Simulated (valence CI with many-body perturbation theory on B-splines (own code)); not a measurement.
Questions on As¹²⁺

Calculated by relativistic CI+MBPT: three valence electrons over a frozen Dirac-Fock core [Ar], radial functions for each j: 9 s, 9 p, 10 d, 8 f, 5 g, 3 h, 1 i, with the one-electron correlation potential Σ1, the two-electron term Σ2, the three-electron term Σ3, Breit, model QED; selected CI, second order for the rest, scaled by the run's own slope (own B-spline code, finite nucleus).

No measured spectrum was set against this ion. As an estimate, terms of the open shell hold to 2 to 4 % of their energy, and close levels can change places. Core correlation moves these levels by up to 3800 cm⁻¹, and in measured spectra 5 to 20 % of such shifts remained as error; rates that hang on mixing are uncertain with them. Only levels of the ground parity were solved; by the run's estimate the other parity begins above the list, which can be wrong where configurations are misplaced.

Rates and lifetimes use the calculated energies. Strong lines usually hold to 10 to 20 %, long lifetimes can be off by a factor of two.

What is the ground level?

3d3 4F_3/2, composition 98 % 3d3 4F + 2 % 3d3 2D, g = 0.405.

How is the term 4F of the ground level split?

J = 3/2 at 0.0, J = 5/2 at 3214, J = 7/2 at 7077, J = 9/2 at 11257 cm⁻¹.

What is the ionisation energy?

375.26 eV; NIST lists 375 ± 3 eV (theoretical).

How well does LS coupling describe the low levels?

Among the lowest 19 levels the leading LS term, summed over configurations, holds 91 % on average. For single configurations the figures are 91 % in LS and 67 % in jj coupling. Terms mix most in the J = 3/2 level at 49957 cm⁻¹, where the leading one holds 55 %.
